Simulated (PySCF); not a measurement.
Atom-mapped SMILES (the numbers label the heavy atoms): `[CH3:1][C:2](=[S:3])[c:4]1[cH:5][cH:6][cH:7][o:8]1` (H(Xn): hydrogen on atom n).

How the numbers were obtained: geometry from PBE0-D3(BJ)/def2-SVP, GIAO KT2/pcSseg-1 shieldings, in PySCF 2.14.0 with density-fitted response routines (non-relativistic, no solvent, averaged over atoms made equivalent by symmetry, fast rotation or ring inversion, single conformer).

References, each an isolated molecule treated in the same way: TMS for 13C (σref 183.22) and 1H (σref 31.18); 33S (σref 518.69) against CS2; 17O (σref 330.66) vs H2O.

```
atoms  nucleus  count  δ (ppm)
   O8      17O      1        ?
   C6      13C      1    110.6
H(C6)       1H      1     6.41
H(C1)       1H      3     2.99
   C2      13C      1        ?
H(C7)       1H      1        ?
H(C5)       1H      1     7.51
   C7      13C      1    138.8
   S3      33S      1      772
   C4      13C      1        ?
   C1      13C      1     37.6
   C5      13C      1    112.7
```

Q: Estimate the values marked ?.

A: 
- C2: 208.5 ppm, thiocarbonyl carbon; the small n→π* gap of C=S deshields it strongly
- C4: 155.7 ppm, substituted aromatic carbon next to the ring oxygen
- H(C7): 7.27 ppm, hydrogen on an aromatic CH next to the ring oxygen; the ring current deshields protons in the ring plane
- O8: 290.8 ppm, aromatic ring oxygen

Shifts are as computed. Against solution values, carbons near 30 ppm lie about +2 ppm off and those near 130 ppm about -5 ppm. Of 1211 compounds with measured shifts, 218 miss one by over three times the rms of a fit or turn the order of signals round; such compounds aren't used in these exercises. Unscaled 17O shifts of doubly bonded oxygen tend to come out too high, by tens of ppm or more. Experimental scales use liquid or dissolved standards, which lie at an offset from isolated H2O (liquid H2O: subtract about 36 ppm).
